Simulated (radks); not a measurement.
Valence configurations of Pb+. Method: scalar-relativistic Kohn-Sham, PBE, spin-polarised, spherical densities, point nucleus; open shells are filled with parallel spins first (spin-orbit coupling, left out, can overturn this in heavy ions); computed with a radial shooting solver on a logarithmic mesh with Libxc functionals. Energies are relative to [Hg] 6p1; eigenvalues in eV for spin up.

valence                     E (eV)  moment (Bohr magnetons)    e(4f)    e(5d)    e(6p)    e(6s)
[Hg] 6p1                     0.000                        1  -140.58  -28.891  -10.195  -19.518
[Xe] 4f14 5d10 6s1 6p2       8.153                        3  -142.27  -30.646  -11.462  -21.151
[Xe] 4f14 5d9.5 6s2 6p1.5    9.574                        2  -143.69  -31.393  -11.092  -20.879
[Xe] 4f14 5d10 6p3          17.935                        3  -144.03  -32.197  -12.258        -
[Xe] 4f14 5d9 6s2 6p2       19.735                        3  -146.80  -33.857  -11.936  -22.176
[Xe] 4f14 5d9 6s1 6p3       27.893                        5  -148.32  -35.422  -13.011  -23.593
[Xe] 4f14 5d9 6p4           40.785                        3  -150.28  -37.020  -13.410        -
[Xe] 4f14 5d8 6s2 6p3       41.805                        5  -153.01  -38.701  -13.502  -24.623
[Xe] 4f13.5 5d10 6s1 6p2.5  75.644                        4  -152.24  -33.767  -12.289  -22.474
[Xe] 4f12 5d9 6p6           352.08                        3  -191.80  -50.001  -15.573        -

NIST lists [Hg] 6p1 as the ground configuration; this level of theory agrees among the configurations tried. The energies are those of spherical high-spin densities, not of single terms.
